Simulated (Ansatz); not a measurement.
Energy profile

The step: ZnHClO ([OH][Zn][Cl]) + H₂ → ZnHCl ([Cl][ZnH]) + H₂O (still joined by a long Zn–O bond); bonds formed: Zn1–H5, O2–H4; bonds broken: H4–H5; bonds weakened to dative contacts: Zn1–O2 (atoms numbered as in the saddle structure below).

| atom | x (Å) | y (Å) | z (Å) |
| --- | --- | --- | --- |
| Zn1 | -0.5013 | 0.2705 | -0.5894 |
| O2 | 0.0959 | -0.5417 | 1.0634 |
| Cl3 | -1.8925 | 0.3835 | -2.1667 |
| H4 | 0.9341 | 0.3154 | 0.5646 |
| H5 | 1.0848 | 1.0449 | -0.0912 |
| H6 | 0.2791 | -1.4726 | 1.2193 |

Electronic energies by CCSD(T) at an estimated basis limit (MP2 extrapolated from triple and quadruple zeta, plus CCSD(T) − MP2 in triple zeta), on PBE0-D4/def2-TZVP structures; ZnH₃ClO, singlet; no counterpoise correction. Computed with Ansatz 0.2.0 (basis: def2-TZVPP and def2-QZVPP); correlated methods freeze the cores. The 3s and 3p shells of Cu and Zn are frozen; filled d shells are correlated. Extrapolation: Hartree–Fock as exp(−7.88 √X), correlation as X^−2.97.

Question: Give the profile in kcal/mol, counted from the separated reactants. (An estimate is asked for; the value comes from the calculation.)

Answer: Computed:
```
                                                                                       point  kcal/mol
separated: ZnHClO (linked as [OH][Zn][Cl]; Zn1, O2, Cl3, H6; singlet) + H₂ (H4, H5; singlet)      0.00
                                                                             start structure     -1.76
                                                                                      saddle     23.29
                                                                               end structure     -9.07
   separated: ZnHCl (linked as [Cl][ZnH]; Zn1, Cl3, H5; singlet) + H₂O (O2, H4, H6; singlet)      2.41
```

T1 diagnostic: at most 0.016.

For scale, one of the runs: CCSD(T)/def2-TZVPP, 179 basis functions (an equivalent command: `ansatz run in.yaml --threads 4`). Time: 26 s of wall clock on 4 CPU threads; the host was shared. Peak host memory: 1.6 GiB.
